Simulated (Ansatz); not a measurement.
Total energies of (4-phenylthiophenyl)diphenylsulfonium hexafluorophosphate (C₂₄H₁₉F₆PS₂) from Ansatz at PBE0-D4/def2-SVP, gas phase (1 Eh = 27.2114 eV = 2625.5 kJ/mol). The reference geometry is relaxed at PBE-D4/def2-SVP.

| state | geometry | energy (Eh) |
| --- | --- | --- |
| charge 0 singlet | reference | -2659.45400 |
| charge 1 doublet | reference | -2659.15073 |
| charge -1 doublet | reference | -2659.48286 |
| charge -1 doublet | relaxed at PBE-D4/def2-SVP | -2659.50119 |
| free F atom (doublet) | – | -99.54906 |
| free P atom (quartet) | – | -341.02153 |
| free C atom (triplet) | – | -37.76066 |
| free S atom (triplet) | – | -397.83788 |
| free H atom (doublet) | – | -0.50029 |

Single mean-field runs in def2-SVP are fitted with def2-universal-jkfit.

(1) Work out the vertical ionisation energy to the doublet.

(2) Work out the vertical electron affinity, to the doublet.

(3) Give the fundamental gap IE − EA, the Mulliken electronegativity (IE + EA)/2 and the hardness (IE − EA)/2.

(4) How much does the charge -1 doublet relax, and what is the adiabatic electron affinity?

(5) What is the binding energy per atom against free atoms?

(1) E(charge 1 doublet) − E(charge 0 singlet) = -2659.15073 − (-2659.45400) = 0.30327 Eh = 8.25 eV. For comparison, −ε of the highest occupied level is 6.87 eV at this level, 1.38 eV less.

(2) E(charge 0 singlet) − E(charge -1 doublet) = -2659.45400 − (-2659.48286) = 0.02886 Eh = 0.79 eV. The basis lacks diffuse functions, which makes affinities too small.

(3) From the values in Eh: IE − EA = 0.30327 − 0.02886 = 0.27441 Eh = 7.47 eV; (IE + EA)/2 = 4.52 eV; (IE − EA)/2 = 3.73 eV. The HOMO–LUMO gap of the same run is 4.97 eV, 2.50 eV smaller than the fundamental gap.

(4) Relaxation: -2659.48286 − (-2659.50119) = 0.01833 Eh = 0.50 eV. Adiabatic electron affinity: 0.04719 Eh = 1.28 eV, without zero-point energy. 

(5) Atoms: 6 × (-99.54906) + 1 × (-341.02153) + 24 × (-37.76066) + 2 × (-397.83788) + 19 × (-0.50029) = -2649.75300 Eh. Binding: -2649.75300 − (-2659.45400) = 9.70100 Eh = 263.98 eV, or 5.08 eV for each of 52 atoms (no zero-point energy, no counterpoise term).

At PBE0-D4/def2-SVP the highest occupied level of the charge -1 doublet lies above zero (up to 0.39 eV). By energy differences its removal costs 0.79 eV (vertical, to the charge 0 singlet, at PBE0-D4/def2-SVP); self-interaction error and the lack of diffuse functions both raise the level.
